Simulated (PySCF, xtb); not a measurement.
C4H7FO2, SMILES C=C(F)OCCO. The values are those of a single conformer.

Harmonic wavenumbers (cm⁻¹) from GFN2-xTB (xtb) at its own minimum, in rising order: 40, 56, 109, 184, 273, 386, 420, 468, 556, 567, 694, 806, 831, 899, 922, 961, 1065, 1073, 1116, 1176, 1216, 1227, 1312, 1323, 1351, 1355, 1455, 1457, 1738, 2890, 2929, 2943, 2994, 3162, 3207, 3533.

**Question.** What does PBE-D3(BJ)/def2-SVP (PySCF 2.14.0) give at its own minimum? (Estimate from the structure and the level; the computed values follow.)

**Answer.** 40, 67, 146, 201, 298, 407, 441, 502, 585, 647, 688, 753, 799, 897, 901, 958, 1049, 1079, 1104, 1197, 1216, 1267, 1326, 1340, 1359, 1386, 1424, 1426, 1721, 2901, 2961, 3025, 3033, 3130, 3242, 3678. Paired by order, the mean absolute difference is 28 cm⁻¹ and the zero-point energies are 66.8 and 67.5 kcal/mol.
